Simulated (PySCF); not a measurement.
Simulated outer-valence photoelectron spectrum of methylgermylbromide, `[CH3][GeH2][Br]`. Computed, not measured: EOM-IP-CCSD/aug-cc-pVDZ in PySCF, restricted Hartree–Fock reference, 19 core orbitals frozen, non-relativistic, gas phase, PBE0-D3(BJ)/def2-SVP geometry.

Each root has a Gaussian of 0.4 eV full width with its one-hole share as area; cross sections and vibrations are left out, and the highest printed point is 100.

ionisation energy (eV), intensity and a bar:
```
      9.8          1 
     10.0         17 #####
     10.2         81 ########################
     10.4        100 ##############################
     10.6         33 ##########
     10.8          3 #
     11.0          0 
     11.2          0 
     11.4          0 
     11.6          9 ###
     11.8         46 ##############
     12.0         79 ########################
     12.2         73 ######################
     12.4         55 #################
     12.6         57 #################
     12.8         26 ########
     13.0          3 #
     13.2          0 
     13.4          0 
     13.6          0 
     13.8          0 
     14.0          0 
     14.2          1 
     14.4         20 ######
     14.6         85 ##########################
     14.8         96 #############################
     15.0         28 ########
     15.2          2 #
     15.4          0 
     15.6          0 
     15.8          0 
     16.0          0 
     16.2          0 
     16.4          0 
     16.6          0 
     16.8          0 
     17.0          0 
     17.2          2 #
     17.4         21 ######
     17.6         50 ###############
     17.8         29 #########
     18.0          4 #
     18.2          0
```

Task: Where are the maxima, and how many lines lie under the curve?

Result: 5 maxima, at 10.3, 12.1, 12.6, 14.7 and 17.6 eV, from 8 lines. At this width some lines have no maximum of their own.

Task: List the lines with their holes.

Result: 
| E (eV) | leading hole (HF orbital) | area | Koopmans (eV) |
| --- | --- | --- | --- |
| 10.30 | HOMO | 0.96 | 10.95 |
| 10.37 | HOMO-1 | 0.96 | 11.00 |
| 11.92 | HOMO-2 | 0.95 | 12.54 |
| 12.19 | HOMO-3 | 0.95 | 12.97 |
| 12.59 | HOMO-4 | 0.94 | 13.39 |
| 14.69 | HOMO-5 | 0.95 | 15.72 |
| 14.74 | HOMO-6 | 0.95 | 15.80 |
| 17.62 | HOMO-7 | 0.87 | 19.24 |

The widest gap, 2.88 eV, lies between 14.74 and 17.62 eV. Only orbitals with −ε under 21 eV, eight at most, were ionised, so the high end of the curve may lack lines.
